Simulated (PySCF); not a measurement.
BiFBr₂, SMILES [F][Bi]([Br])[Br].

Coordinates come from a B3LYP-D3(BJ)/def2-SVP optimisation. The structure was generated by enumeration; whether it is a known compound was not checked. The def2 effective core potentials stand for the cores of Bi; spin–orbit coupling is left out.

Two levels are set side by side: TDDFT-PBE/def2-SVPD (PySCF) and TDDFT-PBE0/def2-SVPD (PySCF). Vertical, same geometry. The lowest singlet is HOMO→LUMO 55 %, HOMO−1→LUMO 41 % with PBE and HOMO→LUMO 81 % with the other functional; states are paired by order. Differences are taken from unrounded values.

| quantity | TDDFT-PBE0 | TDDFT-PBE | TDDFT-PBE minus TDDFT-PBE0 |
|---|---|---|---|
| lowest singlet excitation (eV) | 4.50 | 4.01 | -0.50 |
| lowest triplet excitation (TDA) (eV) | 4.06 | 3.66 | -0.40 |

Functionals without exact exchange tend to place singlet excitations lower, as here. Differences between two approximate levels are no errors against the true value.

Rough cost on one machine, each run with all the roots and properties that it gave: TDDFT-PBE0 against TDDFT-PBE about 4 times.
